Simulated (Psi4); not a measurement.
F3Ga, charge +1, doublet, geometry from GFN2-xTB (such geometries of metal compounds can be far from the true shape) (a state made from the parent by changing its charge; the spin is typed, not shown lowest); Psi4 with B3LYP/STO-3G.

Psi4 was given this input:
```
memory 2 GB

molecule {
1 2
Ga   -0.00002990   -0.01197992    0.00514158
F    -1.55495041   -0.93415618    0.03901092
F     0.00412815    1.65379032   -0.70977933
F     1.55092526   -0.67836996    0.65305851
}

set {
  basis sto-3g
  reference uks
}

energy('b3lyp')
print_variables()
```

The log (banner, timings and long lists left out):

```
   => Loading Basis Set <=

    Name: STO-3G
    Role: ORBITAL
    Keyword: BASIS

         ---------------------------------------------------------
                                   SCF
               by Justin Turney, Rob Parrish, Andy Simmonett
                          and Daniel G. A. Smith
                              UKS Reference
         ---------------------------------------------------------

  ==> Geometry <==

    Molecular point group: c1
    Full point group: C1

    Geometry (in Angstrom), charge = 1, multiplicity = 2:

       Center              X                  Y                   Z               Mass
    ------------   -----------------  -----------------  -----------------  -----------------
         GA          -0.000029073773    -0.011648208843     0.004999216447    68.925573500000
         F           -1.554949583773    -0.933824468843     0.038868556447    18.998403162730
         F            0.004128976227     1.654122031157    -0.709921693553    18.998403162730
         F            1.550926086227    -0.678038248843     0.652916146447    18.998403162730

  Running in c1 symmetry.

  Rotational constants: A =      0.18567  B =      0.17590  C =      0.09033 [cm^-1]
  Rotational constants: A =   5566.19603  B =   5273.32276  C =   2707.90141 [MHz]
  Nuclear repulsion =  285.790345817471575

  Charge       = 1
  Multiplicity = 2
  Electrons    = 57
  Nalpha       = 29
  Nbeta        = 28

  ==> Algorithm <==

  SCF Algorithm Type is DF.
  DIIS enabled.
  MOM disabled.
  Fractional occupation disabled.
  Guess Type is SAD.
  Energy threshold   = 1.00e-06
  Density threshold  = 1.00e-06
  Integral threshold = 1.00e-12

  ==> Primary Basis <==

  Basis Set: STO-3G
    Blend: STO-3G
    Number of shells: 17
    Number of basis functions: 33
    Number of Cartesian functions: 34
    Spherical Harmonics?: true
    Max angular momentum: 2

  ==> DFT Potential <==

   => LibXC <=

    Version 7.1.2
    S. Lehtola, C. Steigemann, M. J. T. Oliveira, and M. A. L. Marques,  SoftwareX 7, 1–5 (2018) (10.1016/j.softx.2017.11.002)

   => Composite Functional: B3LYP <=

    B3LYP Hyb-GGA Exchange-Correlation Functional

    P. J. Stephens, F. J. Devlin, C. F. Chabalowski, and M. J. Frisch,  J. Phys. Chem. 98, 11623 (1994) (10.1021/j100096a001)

    Deriv               =              1
    GGA                 =           TRUE
    Meta                =          FALSE

    Exchange Hybrid     =           TRUE
    MP2 Hybrid          =          FALSE

   => Exchange Functionals <=

    0.0800   Slater exchange
    0.7200         Becke 88

   => Exact (HF) Exchange <=

    0.2000               HF

   => Correlation Functionals <=

    0.1900   Vosko, Wilk & Nusair (VWN5_RPA)
    0.8100   Lee, Yang & Parr

   => LibXC Density Thresholds  <==

    XC_HYB_GGA_XC_B3LYP:  1.00E-15

   => Molecular Quadrature <=

    Radial Scheme          =       TREUTLER
    Pruning Scheme         =           NONE
    Nuclear Scheme         =       TREUTLER

    Blocking Scheme        =         OCTREE
    BS radius alpha        =              1
    Pruning alpha          =              1
    Radial Points          =             75
    Spherical Points       =            302
    Total Points           =          85626
    Total Blocks           =            710
    Max Points             =            256
    Max Functions          =             31
    Weights Tolerance      =       1.00E-15

   => Loading Basis Set <=

    Name: (STO-3G AUX)
    Role: JKFIT
    Keyword: DF_BASIS_SCF

  ==> Integral Setup <==

  SCF_SUBTYPE=INCORE selected. In-core MEM_DF algorithm will be used.
  Using in-core AOs.

  ==> MemDFJK: Density-Fitted J/K Matrices <==

    J tasked:                   Yes
    K tasked:                   Yes
    wK tasked:                   No
    Algorithm:                 Core
    Schwarz Cutoff:           1E-12
    Mask sparsity (%):       3.3058
    Fitting Condition:        1E-10

   => Auxiliary Basis Set <=

[...]
   @DF-UKS iter  20: -2197.08621048151372   -1.64018e-02   3.99658e-03 ADIIS/DIIS
   @DF-UKS iter  21: -2197.08554609706016    6.64384e-04   4.06531e-03 ADIIS/DIIS
   @DF-UKS iter  22: -2196.73985964967278    3.45686e-01   1.58984e-02 ADIIS/DIIS
   @DF-UKS iter  23: -2196.84107249450608   -1.01213e-01   1.60190e-02 ADIIS/DIIS
   @DF-UKS iter  24: -2197.03613165425259   -1.95059e-01   9.69262e-03 ADIIS/DIIS
   @DF-UKS iter  25: -2197.09156264173043   -5.54310e-02   5.44055e-03 ADIIS/DIIS
   @DF-UKS iter  26: -2197.11340428332915   -2.18416e-02   1.85701e-03 ADIIS/DIIS
   @DF-UKS iter  27: -2197.11622394154938   -2.81966e-03   3.66403e-04 ADIIS/DIIS
   @DF-UKS iter  28: -2197.11635114014462   -1.27199e-04   3.74627e-05 DIIS
   @DF-UKS iter  29: -2197.11635327101521   -2.13087e-06   1.54995e-05 DIIS
   @DF-UKS iter  30: -2197.11635332636251   -5.53473e-08   1.96285e-05 DIIS
   @DF-UKS iter  31: -2197.11635374574280   -4.19380e-07   6.37278e-06 DIIS
   @DF-UKS iter  32: -2197.11635380544340   -5.97006e-08   6.63530e-06 DIIS
   @DF-UKS iter  33: -2197.11635385900991   -5.35665e-08   2.25852e-06 DIIS
   @DF-UKS iter  34: -2197.11635386681110   -7.80119e-09   2.44149e-06 DIIS
   @DF-UKS iter  35: -2197.11635387674323   -9.93214e-09   7.53907e-07 DIIS
  Energy and wave function converged.

  ==> Post-Iterations <==

   Electrons on quadrature grid:
      Nalpha   =   29.0000431094 ; deviation = 4.311e-05
      Nbeta    =   28.0000400513 ; deviation = 4.005e-05
      Ntotal   =   57.0000831607 ; deviation = 8.316e-05

   @Spin Contamination Metric:   4.880641205E-03
   @S^2 Expected:                7.500000000E-01
   @S^2 Observed:                7.548806412E-01
   @S   Expected:                5.000000000E-01
   @S   Observed:                5.000000000E-01

    Orbital Energies [Eh]
    ---------------------

    Alpha Occupied:

[...]
    Alpha Virtual:

[...]
      33A     -0.073727

    Beta Occupied:

[...]
      28A     -0.512150

    Beta Virtual:

[...]
    Final Occupation by Irrep:
              A
    DOCC [    28 ]
    SOCC [     1 ]
    NA   [    29 ]
    NB   [    28 ]

  @DF-UKS Final Energy: -2197.11635387674323

   => Energetics <=

    Nuclear Repulsion Energy =            285.7903458174715752
    One-Electron Energy =               -3621.7243969140390618
    Two-Electron Energy =                1224.2264352350962326
    DFT Exchange-Correlation Energy =     -85.4087380152719930
    Empirical Dispersion Energy =           0.0000000000000000
    VV10 Nonlocal Energy =                  0.0000000000000000
    Total Energy =                      -2197.1163538767432328

  UHF NO Occupations:
  HONO-2 :   27  A 1.9997662
  HONO-1 :   28  A 1.9978515
  HONO-0 :   29  A 1.0000000
  LUNO+0 :   30  A 0.0021485
  LUNO+1 :   31  A 0.0002338
  LUNO+2 :   32  A 0.0000373
  LUNO+3 :   33  A 0.0000231

Computation Completed

Properties will be evaluated at   0.000000,   0.000000,   0.000000 [a0]

Properties computed using the SCF density matrix

 Multipole Moments:

 ------------------------------------------------------------------------------------
     Multipole            Electronic (a.u.)      Nuclear  (a.u.)        Total (a.u.)
 ------------------------------------------------------------------------------------

 L = 1.  Multiply by 2.5417464519 to convert [e a0] to [Debye]
 Dipole X            :          0.1083647            0.0000907            0.1084554
 Dipole Y            :         -0.1572198            0.0363571           -0.1208627
 Dipole Z            :          0.0928273           -0.0156039            0.0772234
 Magnitude           :                                                    0.1798161

 ------------------------------------------------------------------------------------

  Variable Map:
  ----------------------------------------------------------------------------
[...]
  Array Variable Map:
  ----------------------------------------------------------------------------
[...]
[...]
```
